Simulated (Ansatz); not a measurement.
Computed with Ansatz on PBE0-D4/def2-TZVP structures; ΔE is electronic, products minus reactants. CCSD(T)/CBS is the MP2 limit (def2-TZVPP, def2-QZVPP) plus CCSD(T) − MP2 in def2-TZVPP, frozen cores. This one scheme is used for every species. For Ga outer-core shells are correlated without core-valence functions, which leaves a few kJ/mol of doubt a bond. Scalar relativity is left out up to krypton. Each species was taken in one conformer, which may not be the lowest.

Reaction (ligand exchange at a Ga–Cl bond): `[NH2][Ga]([Cl])[O][SiH3]` + H–F → `[NH2][Ga]([F])[O][SiH3]` + HCl

| species | CCSD/def2-SVP energy (Eh) |
| --- | --- |
| `[NH2][Ga]([Cl])[O][SiH3]` | -2804.30571 |
| H–F | -100.13731 |
| `[NH2][Ga]([F])[O][SiH3]` | -2444.33480 |
| HCl | -460.09995 |

Task: Work out ΔE.

Result: ΔE = (-2444.33480) + (-460.09995) − (-2804.30571) − (-100.13731) = 0.00827 Eh = +5.2 kcal/mol. CCSD(T)/CBS gives +9.3 kcal/mol.

Largest T1 diagnostic among the species: 0.013.

Leaving LDA and LC-ωPBE aside and taking each functional with its dispersion term where it has one, the values, not all of them listed here, spread over 2.8 kcal/mol, from CAM-B3LYP-D4 to HSE06-D4. LDA lies +1.0 kcal/mol from PBE without D4. From BLYP to BHLYP (50 % exact exchange), in def2-TZVPP and without D4, ΔE moves by +2.2 kcal/mol. At CCSD(T), def2-SVP lies −4.0 kcal/mol from the extrapolated value and def2-TZVPP −1.4 kcal/mol.
